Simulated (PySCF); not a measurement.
**CsP: energy against distance**

Set-up: basis Cs def2-SVPD with ECP46, P def2-SVPD; scalar-relativistic core potentials; PySCF 2.14. Energies in eV from Cs + P in their ground configurations at the same level. All curves are PBE0. state 1: ³Σ⁻ (triplet), unpaired electrons π ↑↑; state 2: ³Π (triplet), unpaired electrons σ ↑, π ↑, a second solution, started from another occupation; state 3: Ms = 0 determinant of mixed spin (⟨S²⟩ near 1.0), unpaired electrons π ↑↓, a mixture of terms (⟨Lz²⟩ = 2.0), a second solution, started from another occupation; state 4: Ms = 0 determinant of mixed spin (⟨S²⟩ near 1.0), unpaired electrons σ ↓, π ↑, a second solution, started from another occupation.

| R (Å) | state 1 | state 2 | state 3 | state 4 |
| --- | --- | --- | --- | --- |
| 2.877 | -0.824 | -0.908 | -0.4961 | -0.5905 |
| 3.010 | -1.077 | -1.010 | -0.7469 | -0.6920 |
| 3.144 | -1.211 | -1.029 | -0.8789 | -0.7112 |
| 3.245 | -1.256 | -1.004 | -0.9220 | -0.6880 |
| 3.345 | -1.268 | -0.956 | -0.9303 | -0.6418 |
| 3.445 | -1.254 | -0.892 | -0.9127 | -0.5791 |
| 3.579 | -1.208 | -0.789 | -0.8605 | -0.4779 |
| 3.746 | -1.123 | -0.643 | -0.7651 | -0.3345 |
| 3.947 | -1.001 | -0.457 | -0.6261 | -0.1510 |
| 4.215 | -0.834 | -0.208 | -0.4247 | 0.0954 |

Problem. Put a parabola through the three lowest points of the state 1 curve and estimate Re, k and ωe (reduced mass 25.12 u; 1 eV/Å² = 0.16022 mdyn/Å; ωe = 1302.8·√(k/μ) cm⁻¹).

Solution. Through R = 3.245, 3.345, 3.445 Å the second-order coefficient is 1.30 eV/Å², so Re ≈ 3.341 Å, k ≈ 0.417 mdyn/Å and ωe ≈ 168 cm⁻¹. A polynomial fit of higher order to the unrounded PBE0 energies gives Re = 3.335 Å, k = 0.413 mdyn/Å, ωe = 167 cm⁻¹; anharmonicity and rounding make the difference.

The higher-order fit for each curve: state 1: Re = 3.335 Å, ωe = 167 cm⁻¹, De = 1.27 eV; state 2: Re = 3.113 Å, ωe = 193 cm⁻¹, minimum 1.03 eV below the ground-state fragments; state 3: Re = 3.323 Å, ωe = 172 cm⁻¹, minimum 0.93 eV below the ground-state fragments; state 4: Re = 3.116 Å, ωe = 190 cm⁻¹, minimum 0.71 eV below the ground-state fragments.

⟨S²⟩ of the unrestricted solution departs from its pure value on part of the curve, where spin states mix. These are scalar-relativistic numbers at best; spin–orbit coupling would shift them, the dissociation energy most. The state was picked by a PBE0 search and need not be the measured ground state.
